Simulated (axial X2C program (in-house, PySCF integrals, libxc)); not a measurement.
# Which molecule gave these maps?

PBE0 fields computed with an in-house all-electron X2C program for linear molecules (integrals from PySCF), 2c, near the equilibrium distance, one atom at z = 0.

The maps cover the half plane through the axis: z from -2.4 to 4.8 Å along the bond, ρ from 0.15 to 2.25 Å away from it (steps of 0.3 Å, the bottom row nearest the axis).

log10 of the density in e/bohr³:

digits 0 to 9 span -4.21 to 1.36 evenly
```
0001112222222222222222211
0011222222222222222222222
0112223333333333333332222
1122333444433333333333322
1122344444444444444433332
1223345565544445666543332
1223456777654456777654332
1223456898755456797654333
```

Electron localisation function (collinear form, no current term, damped to 0 at low density):

digits 0 to 9 span 0.00 to 1.00 evenly
```
0000112233332112468999986
0001223334444322246899998
0012222233455410012479999
0122222222456310000137999
0122211111245200232113799
1122111222234115887411499
1221113676323128868830289
1211115747423148181861179
```

Axial spin density in 10⁻³ e/bohr³:

digits 0 to 9 span -3.13 to 3.13 evenly, values beyond are clipped
```
5555555555444455566666665
5555555555444445677777766
5555566665444445678998876
5556678887543345789999987
5556799999632235788999997
5567899999821134545689998
5567999999910123129558998
5568999999610124399947999
```

Problem. Which molecule is it?
A. SbO⁺
B. AuH⁻
C. CaNi
D. BeSi

Solution. C. CaNi, with Ni at z = 0 and Ca at z = 2.672 Å, state Ω = 3 (⟨Sz⟩ = 1.00, ⟨Lz⟩ = 2.00 at PBE0), basis Ni dyall-cv3z [9s9p6d3f2g], Ca dyall-cv3z [11s12p6d4f] (cores contracted in-house). One determinant describes the state; a PBE0 search over occupations chose it and may have missed a lower one. Density functionals use the spin component along the axis (collinear). Other states lie close and PBE0, whose exact exchange favours high spin, may order them wrongly; the determinant shown need not be the ground state. The nearest other spin-free determinant of the search, M_S = 0, Λ = 2, lies 0.05 eV up at the distance of the search. The functionals have no current-density term, which raises determinants with orbital currents, atoms included. With several unpaired electrons one determinant need not be a pure state. A state of lower Ω lies just above, and one determinant can place such states too high, so the state shown need not be the lowest. The search has Ω = 2 only 0.05 eV up.
